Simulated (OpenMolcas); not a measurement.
**As⁺: the spin-orbit constant, Slater's ratio, worked from levels**

```
Program             : OpenMolcas 26.06
Basis               : ANO-RCC-VTZP [6s5p3d1f]
Scalar Hamiltonian  : DKH2, point nucleus
Active space        : 4 electrons in 4 orbitals (4s 4p)
State averaging     : 2S+1 = 3 even, 3 roots; 2S+1 = 1 even, 6 roots; 2S+1 = 5 odd, 1 root; 2S+1 = 3 odd, 9 roots; 2S+1 = 1 odd, 8 roots
Spin-orbit coupling : state interaction with AMFI integrals over the reference wave functions, term energies averaged over their components
```

Methods: CASSCF; SS-CASPT2, IPEA 0.25 Eh, imaginary shift 0.1 Eh (closed shells correlated: 3d). Measured levels: NIST Handbook of Basic Atomic Spectroscopic Data.

**The spin-orbit constant.** For the Hund term ³P of p2, E(J) = (A/2) J(J+1) + constant and ζ = 2S·A = 2A. From J = 0 to J = 2 the energy changes by 3 A.

```csv
Source,E(2) - E(0),A,ζ
CASSCF,2310.7,770.2,1540
SS-CASPT2,2279.2,759.7,1519
measured,2541.3,847.1,1694
```

All in cm-1. SS-CASPT2 is off by -10.3 % and CASSCF by -9.1 %. Both methods take the spin-orbit matrix elements from the reference wave functions, so the second can move ζ only through the term energies and any multistate remixing. Second-order mixing with other terms is absorbed into this ζ.

**Slater's ratio.** With one set of orbitals, p2 has ¹D - ³P = 6 F2 and ¹S - ¹D = 9 F2 (F2 = F²/25), a ratio of 3/2. Term energies are centres of gravity, weighted by 2J + 1.

```csv
Source,¹D - ³P,¹S - ³P,F2 from the first,Ratio
CASSCF,10954,20647,1826,0.885
SS-CASPT2,8304,20025,1384,1.411
measured,8329,20832,1388,1.501
```

Energies in cm-1. A ratio away from 3/2 shows effects beyond one configuration with one set of orbitals, and in heavier atoms second-order spin-orbit shifts. In CASSCF the valence s occupation is 1.91 in ¹S against 1.98 in ¹D: mixing out of s² acts most on ¹S and pulls it down.

Term energies are means over components that CASPT2 splits; among the terms shown or strongly mixed into the levels shown the widest spread is 12 cm-1 (4s² 4p² ¹D, SS-CASPT2). Over all roots computed the reference weight is 0.86 to 0.98 in SS-CASPT2; the roots of lowest weight are the least certain, and an intruder state may touch them. Without dynamic correlation excited terms often stand tens of per cent too high (terms of higher spin than the ground term too low), and those without a measured partner can miss by more than the paired ones (holds for CASSCF). Computed and measured levels are paired by configuration, term and J; levels that our copy of the source lacks, or whose pairing is in doubt (as where it misses far off the trend of its configuration), stay unpaired and out of the deviations. Levels of configurations outside the active space are missing.
